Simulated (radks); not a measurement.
Problem. Valence configurations of the nitrogen ion N2+ (all share [He]). All-electron calculation, non-relativistic Kohn-Sham, PBE, spin-polarised, spherical densities, point nucleus; open shells are filled with parallel spins first. Program: a radial shooting solver on a logarithmic mesh with Libxc functionals. Order these by energy: 2s1.5 2p1.5; 2p3; 2s0.5 2p2.5; 2s1 2p2; 2s2 2p1.

Solution. From the lowest, in eV above it: 2s2 2p1 0.000; 2s1.5 2p1.5 3.972; 2s1 2p2 6.430; 2s0.5 2p2.5 12.279; 2p3 18.113. NIST lists [He] 2s2 2p1 as the ground configuration; this level of theory agrees among the configurations tried. The energies are those of spherical high-spin densities, not of single terms.
